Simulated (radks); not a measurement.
Problem. Neutral tantalum: order these configurations by energy. Calculated with a radial shooting solver on a logarithmic mesh with Libxc functionals: scalar-relativistic Kohn-Sham, r2SCAN, spin-polarised, spherical densities, finite nucleus; meta-GGA in the generalised Kohn-Sham scheme; Fermi nuclear charge, rms radius of each element as measured or else 0.836 A^(1/3) + 0.57 fm. Open shells are filled with parallel spins first. [Xe] 4f14 5d2 6s2 6p1; [Xe] 4f14 5d3 6s1 6p1; [Xe] 4f14 5d3 6s2; [Xe] 4f14 5d4 6p1; [Xe] 4f14 5d4 6s1; [Xe] 4f14 5d5.

Solution. From the lowest, in eV above it: [Xe] 4f14 5d4 6s1 0.000; [Xe] 4f14 5d3 6s2 0.282; [Xe] 4f14 5d5 2.514; [Xe] 4f14 5d3 6s1 6p1 2.605; [Xe] 4f14 5d2 6s2 6p1 3.849; [Xe] 4f14 5d4 6p1 4.460.
